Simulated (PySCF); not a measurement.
**Zinc: a sound run and one with changed settings**

Sound run: Zn(2+) [Ar] 3d10, Zn(3+) [Ar] 3d9. Computed with PySCF 2.14 in jorge-DZP-DKH, with the spin-free X2C one-electron Hamiltonian (Gaussian nucleus). The sound run starts from symmetry-adapted Hartree-Fock orbitals and uses a fine grid where one is needed.

Changed run: initial guess sap, at most 2 SCF cycles. This setting is unsound on purpose.

```
species  method  sound run (hartree)  changed run (hartree)  converged
 Zn(2+)     UHF          -1793.17385            -1793.08507         no
 Zn(2+)   B3LYP          -1794.74685            -1794.04778         no
 Zn(2+)    BP86          -1794.97775            -1791.52460         no
 Zn(3+)     UHF          -1791.80976            -1791.62657         no
 Zn(3+)   B3LYP          -1793.27912            -1791.76927         no
 Zn(3+)    BP86          -1793.50060            -1791.48226         no
```

The SCF was stopped early; the energies are upper bounds that still move, and correlated levels were skipped or rest on poor orbitals.
